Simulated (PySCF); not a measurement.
Job file and geometry (Å, from GFN2-xTB) of an NMR shielding run on `COC1=C([SiH2]F)C(=O)OC1`, C₅H₇FO₃Si, GIAO PBE0/pcSseg-1 NMR shielding, non-relativistic, gas phase (PySCF 2.14.0, density-fitted response routines); density fitting, a coarse starting grid and PySCF grid level 2 are the driver's defaults:

```
$ OMP_NUM_THREADS=1 python probes_run.py task.json out

{"job": {"kind": "nmr", "xc": "PBE0", "basis": "pcSseg-1"}, "charge": 0, "multiplicity": 1}
C     -0.968308     1.988902    -0.686942
O     -1.566177     0.709714    -0.583591
C     -0.820859    -0.303614    -0.162005
C      0.463745    -0.448071     0.222014
Si     2.067604     0.491771     0.455284
F      1.861527     2.050682     0.057828
C      0.629992    -1.860373     0.573291
O      1.636193    -2.389148     0.964324
O     -0.540249    -2.530991     0.396676
C     -1.521220    -1.640565    -0.065528
H     -1.753784     2.654533    -1.037901
H     -0.596773     2.325989     0.282038
H     -0.140747     1.977479    -1.397978
H      2.428950     0.538576     1.860983
H      3.069036     0.028832    -0.488424
H     -1.896888    -1.972326    -1.039584
H     -2.359040    -1.609361     0.639604
```

Problem. What does the program print?

Solution. 
```
coarse grid: 15744 points
cycle   1  E = -808.7462156746  dE =  1.822e+00  |g| = 1.098e+00  |ddm| = 3.914e+00
cycle   2  E = -808.2254542533  dE =  5.208e-01  |g| = 1.996e+00  |ddm| = 2.692e+00
cycle   3  E = -808.9402588911  dE = -7.148e-01  |g| = 3.378e-01  |ddm| = 2.077e+00
cycle   4  E = -808.9609786412  dE = -2.072e-02  |g| = 1.053e-01  |ddm| = 3.307e-01
cycle   5  E = -808.9626032035  dE = -1.625e-03  |g| = 3.256e-02  |ddm| = 7.957e-02
cycle   6  E = -808.9628260230  dE = -2.228e-04  |g| = 8.740e-03  |ddm| = 3.344e-02
cycle   7  E = -808.9628406796  dE = -1.466e-05  |g| = 3.331e-03  |ddm| = 9.597e-03
cycle   8  E = -808.9628428793  dE = -2.200e-06  |g| = 9.636e-04  |ddm| = 3.410e-03
final grid: 150800 points
cycle   9  E = -809.0588555686  dE = -2.158e-05  |g| = 1.608e-02  |ddm| = 3.176e-02
cycle  10  E = -809.0587751932  dE =  8.038e-05  |g| = 2.654e-02  |ddm| = 2.993e-02
cycle  11  E = -809.0588998204  dE = -1.246e-04  |g| = 2.759e-03  |ddm| = 2.089e-02
cycle  12  E = -809.0589012428  dE = -1.422e-06  |g| = 5.195e-04  |ddm| = 2.228e-03
cycle  13  E = -809.0589012858  dE = -4.302e-08  |g| = 1.732e-04  |ddm| = 4.656e-04
cycle  14  E = -809.0589012918  dE = -6.003e-09  |g| = 4.495e-05  |ddm| = 1.744e-04
cycle  15  E = -809.0589012922  dE = -3.829e-10  |g| = 2.431e-05  |ddm| = 6.238e-05
converged SCF energy = -809.0589012922

GIAO shielding tensors (ppm)
atom      isotropic    diamagn.    paramagn.     s11        s22        s33       span
  0 C      123.452     247.782    -124.330     97.043     97.147    176.165     79.122
  1 O      187.145     397.535    -210.390     47.655    198.353    315.428    267.774
  2 C       -7.499     254.071    -261.570   -110.037      6.881     80.660    190.697
  3 C       90.504     265.846    -175.342     29.410     89.904    152.198    122.788
  4 Si     360.791     879.458    -518.667    329.438    334.438    418.498     89.060
  5 F      382.930     471.955     -89.025    345.570    376.950    426.271     80.701
  6 C        7.035     250.419    -243.384    -79.770     40.495     60.380    140.151
  7 O      -69.083     400.486    -469.569   -312.869   -160.579    266.198    579.067
  8 O      131.023     400.169    -269.146    -67.100    179.153    281.017    348.117
  9 C      113.042     248.824    -135.781     89.506    102.029    147.593     58.087
 10 H       27.365      28.575      -1.210     23.133     26.226     32.736      9.604
 11 H       27.611      31.388      -3.777     23.905     27.243     31.685      7.780
 12 H       27.589      31.359      -3.770     23.855     27.233     31.681      7.826
 13 H       26.214      29.144      -2.930     22.534     25.108     31.000      8.465
 14 H       26.220      29.150      -2.930     22.533     25.118     31.010      8.477
 15 H       27.002      28.720      -1.718     23.205     26.481     31.320      8.115
 16 H       27.003      28.730      -1.727     23.205     26.485     31.318      8.112
```

Problem. Turn these shieldings into chemical shifts. Referencing at the same level of theory: TMS for ¹³C (186.93 ppm), ²⁹Si (349.16 ppm), ¹H (31.72 ppm); H2O for ¹⁷O (336.08 ppm); ¹⁹F (170.95 ppm) vs CFCl3.

Solution. Averaging equivalent atoms: C 2: 194.4; C 6: 179.9; C 3: 96.4; C 9: 73.9; C 0: 63.5; O 7: 405.2; O 8: 205.1; O 1: 148.9; Si 4: -11.6; F 5: -212.0; H 13/14: 5.50; H 15/16: 4.71; H 10/11/12: 4.20 ppm. Unscaled 19F shifts against computed CFCl3 carry errors that often reach 10 to 50 ppm. Unscaled 17O shifts of doubly bonded oxygen tend to come out too high, by tens of ppm or more. Experimental scales use liquid or dissolved standards, which lie at an offset from isolated H2O (liquid H2O: subtract about 36 ppm).

Size and cost of the density-fitted run: 212 basis functions, 94 s wall time on 1 thread of an Arm Neoverse N1, shared host; peak memory 1 GiB.
